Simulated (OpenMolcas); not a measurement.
**3s2 3p4 along the 16-electron sequence**

```yaml
Program: OpenMolcas 26.06
Method: SS-CASPT2, IPEA 0.25 Eh, imaginary shift 0.1 Eh
Basis: ANO-R2
Scalar_Hamiltonian: X2C, finite nucleus
Spin-orbit_coupling: RASSI with atomic mean-field integrals over the reference wave functions, term energies averaged over their components
```

Active space for each ion: 6 electrons in 8 orbitals (3s 3p 4s 4p); closed shells correlated by CASPT2: 2s 2p.

Computed levels in cm-1 above 3P2:

```csv
Level,S,Cl+,Ar2+
3P1,354,627,1017
3P0,516,904,1447
1D2,10040,12420,14810
1S0,23220,28910,34450
weight of 3P in the lowest level (%),100,100,100
```

Measured, with the error of the calculation in %. Measured levels: S, Cl+ from NIST Handbook of Basic Atomic Spectroscopic Data; Ar2+ from Saloman, J. Phys. Chem. Ref. Data 39, 033101 (2010).

```csv
Level,S,Cl+,Ar2+
3P1,396 (-10.7),696 (-9.9),1112 (-8.6)
3P0,574 (-10.1),996 (-9.3),1570 (-7.8)
1D2,9239 (+8.7),11654 (+6.6),14010 (+5.7)
1S0,22180 (+4.7),27878 (+3.7),33266 (+3.6)
```

The fine-structure level 3P0 changes by a factor of 2.8 from S to Ar2+. Its fourth root runs 4.77, 5.48, 6.17, with steps per unit of Z of 0.72, 0.68; equal steps would mean a (Z - σ)^4 law with constant σ.

1D2 changes by a factor of 1.48 over the same range, with steps per unit of Z of +2380, +2390 cm-1.

CASPT2 breaks the degeneracy within a term, and the mean is taken; among the terms shown or strongly mixed into the levels shown the widest spread is 66 cm-1 (3s2 3p4 1D, Cl+). Over all roots computed the reference weight is 0.86 to 0.96 in Ar2+; the roots of lowest weight are the least certain, and an intruder state may touch them. The run also gave levels led by 3s2 3p3 4s, which use shells meant for correlation; these and all levels above them are left out (holds for S; Cl+). Active for correlation alone: 4p 4s; no level in the range computed is led by a configuration that fills them, so any true level of that kind is missing (holds for Ar2+). Computed and measured levels are paired by configuration, term and J; levels that our copy of the source lacks, or whose pairing is in doubt (as where it misses far off the trend of its configuration), stay unpaired and out of the deviations. Levels of configurations outside the active space are missing.
